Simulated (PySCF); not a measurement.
PySCF 2.14 output of an unrestricted PBE0 calculation on a single atom or ion in def2-SVP with the def2 core potential (60 electrons), with scalar relativity through the core potential:

```
SCF conv_tol = 1e-09
number electrons alpha = 10  beta = 6
    C. Adamo and V. Barone.,  J. Chem. Phys. 110, 6158 (1999)
    M. Ernzerhof and G. E. Scuseria.,  J. Chem. Phys. 110, 5029 (1999)
cycle= 1 E= -90.5417993500739  delta_E= -0.00852  |g|= 0.0105  |ddm|= 0.476
cycle= 2 E= -90.5419796150392  delta_E= -0.00018  |g|= 0.00332  |ddm|= 0.0722
cycle= 3 E= -90.5420021789453  delta_E= -2.26e-05  |g|= 0.00234  |ddm|= 0.0236
cycle= 4 E= -90.5420151283006  delta_E= -1.29e-05  |g|= 0.000996  |ddm|= 0.00951
cycle= 5 E= -90.5420260680929  delta_E= -1.09e-05  |g|= 0.000933  |ddm|= 0.00967
cycle= 6 E= -90.5420916432109  delta_E= -6.56e-05  |g|= 0.00107  |ddm|= 0.0988
cycle= 7 E= -90.5420943609686  delta_E= -2.72e-06  |g|= 0.000695  |ddm|= 0.0143
cycle= 8 E= -90.5420951403954  delta_E= -7.79e-07  |g|= 0.000115  |ddm|= 0.0085
cycle= 9 E= -90.542095173393  delta_E= -3.3e-08  |g|= 4.73e-05  |ddm|= 0.00283
cycle= 10 E= -90.5420951758535  delta_E= -2.46e-09  |g|= 3.56e-06  |ddm|= 0.000512
cycle= 11 E= -90.5420951758719  delta_E= -1.84e-11  |g|= 1.96e-07  |ddm|= 5.04e-05
converged SCF energy = -90.5420951758719  <S^2> = 6.0109205  2S+1 = 5.0043663
```

The run itself started from symmetry-adapted Hartree-Fock orbitals and held the occupation by maximum overlap, on a logarithmic radial grid, so the iterations belong to that start.

Which element, charge and spin multiplicity is this?

Os (osmium, neutral), multiplicity 5; the state was [Xe] 4f14 5d6 6s2, high-spin 5D determinant.

Energies and moments cover only the electrons outside the core potential. Spin-orbit coupling, absent here, splits the open shell strongly.
